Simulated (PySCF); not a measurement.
C6H12NO (doublet state).
Atom-mapped SMILES: `[CH3:1][O:2][C@H:3]1[CH2:4][CH2:5][CH2:6][CH:7][NH:8]1` (hydrogens: H9, H10, H11 on C1; H12 on C3; H13, H14 on C4; H15, H16 on C5; H17, H18 on C6; H19 on C7; H20 on N8)

Structure used (GFN2-xTB), in Å, numbered top down from 1:
```xyz
20
C6H12NO angstrom
C      2.633    0.443   -0.441
O      1.438   -0.271   -0.608
C      0.659   -0.439    0.576
C     -0.171    0.802    0.916
C     -1.214    1.035   -0.170
C     -2.157   -0.167   -0.212
C     -1.376   -1.422   -0.350
N     -0.202   -1.573    0.399
H      2.455    1.488   -0.165
H      3.267   -0.021    0.325
H      3.143    0.410   -1.402
H      1.348   -0.667    1.412
H      0.491    1.665    1.012
H     -0.658    0.633    1.878
H     -0.707    1.134   -1.131
H     -1.769    1.954    0.029
H     -2.854   -0.081   -1.049
H     -2.763   -0.167    0.712
H     -1.884   -2.344   -0.577
H      0.317   -2.401    0.132
```

The hyperfine couplings belong to this conformer and change with its torsions.

The calculation used UKS B3LYP, pcH-1 on C H N O, non-relativistic, mean-field spin-orbit, GIAO (PySCF). One conformer (not necessarily the lowest) at the GFN2-xTB geometry, without solvent, vibrations or thermal averaging. Couplings are sensitive to structure, and on GFN2-xTB geometries they can be far from those on DFT ones. No stability test was run, so a lower SCF solution isn't excluded.

**Question.** Break the g tensor into its mass correction, gauge correction and orbital-Zeeman/spin–orbit terms.

**Answer.** 
```csv
Δg (ppm),1,2,3
relativistic mass correction,-172,-172,-172
gauge correction,-2,31,41
orbital Zeeman/spin–orbit,-19,526,1180
total,-192,384,1049
```

So g = 2.00213, 2.00270, 2.00337 and g_iso = 2.00273; the tensor is rhombic: the two nearest values differ by 46 % of g3 − g1. Axes: g2 points within 3° of the C7–N8 bond.

**Question.** What are the electron Larmor frequencies g μB B/h along the three axes at 1200 mT?

**Answer.** 33.6267, 33.6364, 33.6476 GHz for g1, g2 and g3, a range of 20.8 MHz.

**Question.** Average each term over the three axes. Which is largest in size?

**Answer.** The orbital-Zeeman/spin–orbit term 562, the mass correction -172 and the gauge correction 23 ppm, for a total of 413 ppm. The orbital-Zeeman/spin–orbit term is the largest in size. The mass correction is the same along every axis, so the anisotropy comes from the other two: their spans along these axes are 42 (gauge) and 1199 ppm (orbital Zeeman/spin–orbit).

**Question.** In a frozen sample, at which fields do the three g values resonate at 9.5, 34, 94 and 263 GHz (hyperfine left aside), and which band first spreads them over more than twice a line width of 0.3 mT?

**Answer.** 
```csv
band,GHz,B(g3) mT,B(g2) mT,B(g1) mT,spread mT
X,9.5,338.81,338.92,339.02,0.21
Q,34.0,1212.57,1212.97,1213.32,0.75
W,94.0,3352.40,3353.51,3354.48,2.08
J,263.0,9379.58,9382.69,9385.40,5.81
```

The spread grows in proportion to the frequency. Q band is the first where it exceeds 0.6 mT.

The Mulliken spin populations are largest on C7 (+0.86), N8 (+0.13), H18 (+0.07) and C6 (-0.06). No atom but C7 exceeds +0.15. The angles at C7 add up to 353.1°, so it is slightly pyramidal.

The HOMO–LUMO gaps are 4.76 eV among the α and 6.82 eV among the β orbitals.

On one thread of an Intel Xeon 6975P-C, no GPU, shared host, this took 59 s of wall time (with the writing of density and orbital grids) and 0.99 GiB of memory at its peak.
